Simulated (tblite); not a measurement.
Cl4Ti (SMILES [Cl][Ti]([Cl])([Cl])[Cl]), singlet, at a GFN2-xTB geometry (such geometries of metal compounds can be far from the true shape); GFN1-xTB (tblite).

The tblite input:
```
$ tblite run mol.xyz --method gfn1 --charge 0 --spin 0 --guess eeq --json tblite.json --no-restart

# file mol.xyz
5

Ti    -0.00000000    -0.00000000    -0.00000000
Cl     1.68598647    -0.53254751    -1.15362652
Cl     0.61270013     0.47649048     1.96330506
Cl    -0.94593491     1.67582411    -0.86823504
Cl    -1.35275169    -1.61976707     0.05855650
```

Problem. What does tblite print? Leave out banner, timings and long lists.

Solution. 
```
xTB calculator
 | screened Coulomb repulsion
 | Coulomb electrostatics
 |  * isotropic Klopman-Ohno-Mataga-Nishimoto electrostatics
 |  * onsite third-order electrostatics
 | DFT-D3(BJ) dispersion correction

halogen bonding energy    0.0000000000000E+00 Eh
repulsion energy          5.3852236337597E-02 Eh
dispersion energy        -3.4050162429179E-03 Eh
number of electrons       3.2000000000000E+01 e
integral cutoff           3.9599309224301E+01 bohr

------------------------------------------------------------
  cycle        total energy    energy error   density error
------------------------------------------------------------
      1     -18.82075365471  -1.8871201E+01   1.5093291E+00
      2     -16.28187401844   2.5388796E+00   9.7887254E-01
      3     -17.61999481130  -1.3381208E+00   7.2317121E-01
      4     -18.13230368232  -5.1230887E-01   5.2433349E-01
      5     -18.44804637193  -3.1574269E-01   4.1655241E-01
      6     -17.95401908442   4.9402729E-01   8.1132329E-01
      7     -18.43926347074  -4.8524439E-01   1.8768783E-01
      8     -18.47746996973  -3.8206499E-02   3.1302712E-02
      9     -18.47663186091   8.3810881E-04   4.7248837E-02
     10     -18.48276133966  -6.1294787E-03   1.6764083E-02
     11     -18.48333839595  -5.7705629E-04   6.0101234E-03
     12     -18.48340680875  -6.8412807E-05   1.7473604E-03
     13     -18.48341253087  -5.7221158E-06   4.0108166E-04
     14     -18.48341283759  -3.0672101E-07   4.0260024E-05
     15     -18.48341284040  -2.8051446E-09   1.8556984E-05
------------------------------------------------------------

electronic energy        -1.8533860060490E+01 Eh
total energy             -1.8483412840395E+01 Eh

Post processing:
 | Mayer-Wiberg bond orders

[Info] JSON dump of results written to 'tblite.json'
```
